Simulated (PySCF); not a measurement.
An unknown is described by computed data only.

Formula: C8H7ClO.

- Rotational structure: rotational constants A, B, C: 2.505, 0.706, 0.552 GHz [GFN2-xTB]
- NMR, other nuclei: isotropic shieldings of nuclei other than C and H, by class: -225 (1 O), 544 (1 Cl) ppm [GIAO PBE0/pcSseg-1]
- 13C NMR: chemical shifts (computed TMS as zero) by class: 177.0 (1 C), 144.6 (1 C), 142.3 (1 C), 138.3 (1 C), 138.3 (1 C), 136.3 (1 C), 134.4 (1 C), 23.6 (1 C) ppm [GIAO PBE0/pcSseg-1]
- Dipole: 4.33 D [PBE0/pcSseg-1]
- 1H NMR: chemical shifts (computed TMS as zero) by class: 8.54 (1 H), 8.35 (1 H), 7.77 (1 H), 7.73 (1 H), 2.58 (3 H) ppm [GIAO PBE0/pcSseg-1]

The electronic properties come from PySCF, for the isolated species, density fitting. Levels stand in brackets. One conformer (not necessarily the lowest) at the GFN2-xTB geometry, without solvent, vibrations or thermal averaging. GFN2-xTB frequencies show an imaginary mode (42i cm⁻¹), so this geometry is no minimum at that level. NMR values are class means; diastereotopic atoms form classes of their own.

Problem. Propose a structure and show how it fits.

Solution. Numbering: `[CH3:1][c:2]1[cH:3][cH:4][cH:5][c:6]([C:7](=[O:8])[Cl:9])[cH:10]1`. Its formula, C8H7ClO, gives 5 degrees of unsaturation: 1 ring and 4 π bonds in the structure found (Kekulé form). 8 carbons fall into 8 classes; from least to most shielded: acyl halide carbon [C7] (177.0 ppm), substituted aromatic carbon [C2] (144.6 ppm), aromatic CH carbon [C3] (142.3 ppm), aromatic CH carbon [C10] (138.3 ppm), aromatic CH carbon [C5] (138.3 ppm), substituted aromatic carbon [C6] (136.3 ppm), aromatic CH carbon [C4] (134.4 ppm), benzylic-type carbon [C1] (23.6 ppm). Hydrogen classes from least to most shielded: 1 H on an aromatic CH carbon, C5 (8.54 ppm), 1 H on an aromatic CH carbon, C10 (8.35 ppm), 1 H on an aromatic CH carbon, C3 (7.77 ppm), 1 H on an aromatic CH carbon, C4 (7.73 ppm), 3 H on a benzylic-type carbon, C1 (2.58 ppm). The other shieldings belong to: -225 ppm, carbonyl oxygen [O8]; 544 ppm, chlorine bonded to C [Cl9]. By its constants the optimised geometry is an asymmetric top. Structure: `c1c(cccc1C)C(=O)Cl` (3-methylbenzoyl chloride). Computed isomers that give other values at the same levels: `CC(=O)c1ccc(Cl)cc1` (13C chemical shifts (computed TMS as zero) by class: 199.0 (1 C), 151.9 (1 C), 138.1 (1 C), 136.2 (2 C), 134.7 (2 C), 28.5 (1 C) ppm); `Cc1ccccc1C(=O)Cl` (13C chemical shifts (computed TMS as zero) by class: 176.6 (1 C), 152.4 (1 C), 143.7 (1 C), 141.3 (1 C), 136.7 (1 C), 133.6 (1 C), 131.6 (1 C), 27.2 (1 C) ppm); `Clc1cccc2c1CCO2` (13C chemical shifts (computed TMS as zero) by class: 169.0 (1 C), 142.2 (1 C), 134.5 (1 C), 130.6 (1 C), 125.3 (1 C), 112.2 (1 C), 73.1 (1 C), 33.2 (1 C) ppm). The assignments are read from this structure; whether some other isomer fits the data as well wasn't checked.

Shape of the structure used: `[CH3:1][c:2]1[cH:3][cH:4][cH:5][c:6]([C:7](=[O:8])[Cl:9])[cH:10]1`: C5–C6–C7–O8 180°.
